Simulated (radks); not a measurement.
Task: All-electron atom: Dy VIII in [Kr] 4d10 4f9 5s2 5p2. All-electron calculation, Dirac Kohn-Sham, exchange-only PBE, spin-unpolarised, spherical densities, finite nucleus; open shells fill j = l - 1/2 first; Fermi nuclear charge, rms radius 5.2218 fm. Program: a radial shooting solver on a logarithmic mesh with Libxc functionals. Some entries of the table are withheld. Estimate them.

orbital,occ.,eigenvalue (eV),<1/r> (bohr^-1),<r^2> (bohr^2)
1s1/2,2,-53693.29,74.55,0.0006095
2s1/2,2,-9019.799,17.86,0.009461
2p1/2,2,-8584.363,17.84,0.006845
2p3/2,4,-7783.978,15.62,0.008071
3s1/2,2,-2084.031,6.525,0.06276
3p1/2,2,-1893.869,6.441,0.05826
3p3/2,4,-1727.635,5.877,0.06521
3d3/2,4,-1400.499,5.759,(1)
3d5/2,6,-1364.183,5.620,(2)
4s1/2,2,-490.8881,2.729,0.3168
4p1/2,2,-415.8165,2.621,0.3319
4p3/2,4,-378.6010,2.428,0.3700
4d3/2,4,-254.8108,2.211,0.4190
4d5/2,6,-248.0430,2.163,0.4337
5s1/2,2,-139.1979,1.103,1.650
5p1/2,2,-116.4818,1.008,1.935
5p3/2,0,-110.1064,0.9502,2.134
4f5/2,6,(3),1.686,0.7008
4f7/2,3,(4),1.669,0.7155

Result: 
(1) 3d3/2 <r^2> (bohr^2): 0.05169
(2) 3d5/2 <r^2> (bohr^2): 0.05362
(3) 4f5/2 eigenvalue (eV): -99.5933
(4) 4f7/2 eigenvalue (eV): -98.5897
